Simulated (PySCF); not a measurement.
**Eu⁵⁴⁺: fine-structure interval**

Eu⁵⁴⁺ [He] 2s2 2p5 [2p1/2^2 2p3/2^3, M_J = 3/2] → Eu⁵⁴⁺ [He] 2s2 2p5 [2p1/2^1 2p3/2^4, M_J = 1/2], as a difference of total energies. Calculation: PySCF 2.14, in an even-tempered Gaussian basis (17 s from 34 bohr⁻², ratio 2.4; 13 p from 45 bohr⁻², ratio 2.4; 5 d from 160 bohr⁻², ratio 2.6; 4 f from 240 bohr⁻², ratio 2.6); the two-component X2C-1e Hamiltonian. Correlated levels: nothing frozen; the 30 highest virtual spinors dropped. "Screened" scales the spin-orbit matrix elements by Boettger's factors to mimic the two-electron term; Breit and QED terms are absent.

```csv
method,fine-structure interval (cm⁻¹)
GHF (screened spin-orbit),5454200
GMP2 (screened spin-orbit),5455400
GHF (bare spin-orbit),5647300
```
